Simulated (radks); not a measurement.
The numbers below are computed, except where a source is named.
Yb I, 70 electrons, occupied as [Xe] 4f14 6s2. Code: a radial shooting solver on a logarithmic mesh with Libxc functionals. Model: scalar-relativistic Kohn-Sham, exchange-only LDA, spin-polarised, spherical densities, finite nucleus; Fermi nuclear charge, rms radius 5.3108 fm.

Radial electron density D(r) = 4 pi r^2 rho(r):

r (bohr),D(r) (e/bohr)
0.001382,9.937
0.001635,12.80
0.001918,16.20
0.002269,20.58
0.002663,25.63
0.00315,31.95
0.003697,38.95
0.004373,47.27
0.005132,55.94
0.006071,65.48
0.007182,74.87
0.008428,82.96
0.00997,89.71
0.0117,93.67
0.01384,94.73
0.01624,92.89
0.01921,88.97
0.02255,85.25
0.02667,84.03
0.0313,87.65
0.03702,97.21
0.04345,109.9
0.05139,122.0
0.0608,126.9
0.07135,122.0
0.0844,109.6
0.09904,98.97
0.1172,97.43
0.1375,105.6
0.1626,114.0
0.1909,109.5
0.2258,89.21
0.2649,66.46
0.3134,54.80
0.3708,58.49
0.4351,64.85
0.5147,62.08
0.604,49.72
0.7145,34.41
0.8384,23.74
0.9918,17.37
1.164,13.55
1.377,9.937
1.616,6.619
1.911,3.821
2.243,2.134
2.653,1.246
3.139,0.8679
3.683,0.6716
4.357,0.4854
5.113,0.3105
6.048,0.1607
7.098,0.06983
8.396,0.02281
9.853,0.006070
11.66,0.001117
13.68,0.0001612

D(r) has 4 maxima, at r = 0.0134, 0.0608, 0.169, 0.456 bohr, and minima at 0.0258, 0.110, 0.324 bohr, inside which lie 1.92, 11.09, 29.75 electrons.
